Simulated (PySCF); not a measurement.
Molecule: 2-bromoselenophene, C4H3BrSe (charge 0, singlet). 
Coordinates optimised at B3LYP-D3(BJ)/def2-TZVP (Ansatz):
```xyz
9

Br     1.9902    -0.1937    -0.2145
C      0.1268    -0.4308    -0.0992
C     -0.5461    -1.5961    -0.2781
C     -1.9623    -1.4809    -0.1301
C     -2.4198    -0.2374     0.1642
Se    -1.0217     1.0010     0.2943
H     -0.0468    -2.5254    -0.5118
H     -2.6230    -2.3295    -0.2454
H     -3.4411     0.0705     0.3168
```

Dispersion corrections to the total energy (kcal/mol) from the dftd3 and dftd4 libraries through PySCF: D3(BJ) without and D4 with the three-body term, each with the damping fitted for the functional named.

```json
[
 {"functional": "HF", "D3(BJ)": "-55.86", "D4": "-26.24"},
 {"functional": "CAM-B3LYP", "D3(BJ)": "…", "D4": "-6.51"},
 {"functional": "PW6B95", "D3(BJ)": "-4.26", "D4": "-6.35"},
 {"functional": "revPBE", "D3(BJ)": "-17.14", "D4": "…"},
 {"functional": "r2SCAN", "D3(BJ)": "-1.93", "D4": "-1.72"},
 {"functional": "B3LYP", "D3(BJ)": "…", "D4": "-12.29"},
 {"functional": "BP86", "D3(BJ)": "-12.55", "D4": "-10.33"}
]
```

Task: Fill in the missing entries.

Result: 
- CAM-B3LYP, D3(BJ): -6.19
- revPBE, D4: -21.77
- B3LYP, D3(BJ): -13.15
